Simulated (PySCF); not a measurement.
C5H9N, SMILES NC=C=C(C)C. Geometry optimised at PBE-D3(BJ)/def2-SVP. This is a generated structure with no PubChem entry under its InChIKey; it may be hypothetical. The values are those of a single conformer.

Computed equilibrium geometry at PBE-D3(BJ)/def2-SVP (PySCF confirms it by a frequency run) as Cartesian coordinates in Å (one conformer of several):
```xyz
15

C     -1.9038    -1.0802    -0.2052
C     -0.9577     0.0853     0.0017
C     -1.5902     1.3504     0.5470
C      0.3358     0.0076    -0.2835
C      1.6330    -0.0065    -0.5657
N      2.6963    -0.2599     0.3187
H     -2.7173    -0.8044    -0.9119
H     -1.3810    -1.9696    -0.6036
H     -2.4004    -1.3602     0.7498
H     -0.8479     2.1600     0.6746
H     -2.0748     1.1572     1.5293
H     -2.3929     1.7119    -0.1329
H      1.9641     0.2709    -1.5854
H      2.4043    -0.7076     1.1921
H      3.4690    -0.7779    -0.1094
```
